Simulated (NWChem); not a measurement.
Species: formate (CHO2 anion); SMILES O=C[O-]

All runs: NWChem. Pople sets run with spherical d functions. Sets without diffuse functions describe the anion's extra electron poorly. Level Hartree-Fock/6-31G*: optimisations from one semi-empirical or force-field start; each run changes one setting, and all end within 0.3 mHa of each other.

```csv
setting,optimisation steps
"redundant internal coordinates, default thresholds",4
tight thresholds,6
loose thresholds,2
Cartesian coordinates,4
trust radius 0.05,4
```
